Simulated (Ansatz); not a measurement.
`C[CH2][AlH][SiH3]` + `B/C=C/CC` → `B/C=[CH]/[AlH][SiH3]` + `CCCC`  (formal exchange of groups at the Al–C bond)

Gas-phase electronic energies from Ansatz, PBE0-D4/def2-TZVP geometries. CCSD(T)/CBS is the MP2 limit (def2-TZVPP, def2-QZVPP) plus CCSD(T) − MP2 in def2-TZVPP, frozen cores. Double bonds are as drawn, so ΔE can hold a change between cis and trans. DFT in def2-TZVPP. B3LYP here is the variant with VWN-RPA as its local correlation; programs differ in this. Each species was taken in one conformer, which may not be the lowest.

(1) Is it downhill or uphill in electronic energy at CCSD(T)/CBS, and by how much? (Estimate.)

(2) What do these levels give: r2SCAN-D4, ωB97X-V, ωB97M-V, PBE, r2SCAN, B3LYP, MP2/def2-TZVPP, SCS-MP2/def2-TZVPP, CCSD(T)/def2-TZVPP, HF/def2-QZVPP, HF/CBS(def2), MP2/CBS(def2)? (An estimate is asked.)

Largest T1 diagnostic among the species: 0.012.

Results:

(1) Computed: Nearly level: ΔE = 0.00 eV.

(2) The calculation gave: r2SCAN-D4 0.09, ωB97X-V 0.03, ωB97M-V 0.04, PBE 0.11, r2SCAN 0.09, B3LYP 0.06, MP2/def2-TZVPP 0.01, SCS-MP2/def2-TZVPP -0.02, CCSD(T)/def2-TZVPP -0.01, HF/def2-QZVPP -0.04, HF/CBS(def2) -0.04, MP2/CBS(def2) 0.02 eV.
